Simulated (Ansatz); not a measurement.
`F[Si](F)(F)I` + CH₃OH → `CO[Si](F)(F)F` + HI  (ligand exchange at the Si–I bond)

Gas-phase electronic energies from Ansatz, PBE0-D4/def2-TZVP geometries. CCSD(T)/CBS adds triple-zeta CCSD(T) − MP2 to the extrapolated MP2 energy (def2 sets, frozen cores). This one scheme is used for every species. Functionals use def2-TZVPP. B3LYP here is the variant with VWN-RPA as its local correlation; programs differ in this. def2 core potentials past Kr. For I outer-core shells are correlated without core-valence functions, which leaves a few kJ/mol of doubt a bond. One conformer a species, not always the lowest.

`F[Si](F)(F)I`:

Cartesian coordinates in Å:
```
F -0.099 -1.623 -0.010
Si 0.105 -0.068 0.066
F 1.490 0.273 -0.589
F 0.169 0.340 1.581
I -1.665 1.077 -1.047
```

CH₃OH:

```xyz
6

C    -0.329    0.071   -0.116
O     0.854   -0.675    0.052
H    -1.000   -0.528   -0.733
H    -0.154    1.024   -0.631
H    -0.833    0.275    0.837
H     1.462   -0.166    0.591
```

`CO[Si](F)(F)F`:

Z-matrix (Å, degrees):
```
C
O 1 1.417
H 1 1.093 2 110.9
H 1 1.093 2 110.9 3 -121.7
H 1 1.089 2 107.6 3 119.1
Si 2 1.596 1 127.0 3 61.4
F 6 1.566 2 108.3 1 179.8
F 6 1.574 2 112.2 1 -60.3
F 6 1.574 2 112.2 1 59.8
```

HI:

Z-matrix (Å, degrees):
```
I
H 1 1.610
```

CCSD(T)/CBS gives -11.0 kcal/mol.

**Question.** Another level gave -12.1 kcal/mol. Which?
A. B3LYP/def2-TZVPP
B. r2SCAN-D4/def2-TZVPP
C. BHLYP-D4/def2-TZVPP
D. revPBE/def2-TZVPP

**Answer.** A. B3LYP -12.1, r2SCAN-D4 -11.0, BHLYP-D4 -13.1, revPBE -7.0 kcal/mol.

Largest T1 diagnostic among the species: 0.011.

From PBE to PBE0 (25 % exact exchange), in def2-TZVPP and without D4, ΔE moves by −1.5 kcal/mol. Leaving LDA and LC-ωPBE aside and taking each functional with its dispersion term where it has one, the values, not all of them listed here, spread over 5.9 kcal/mol, from CAM-B3LYP-D4 to PBE-D4. LDA lies −2.4 kcal/mol from PBE without D4.
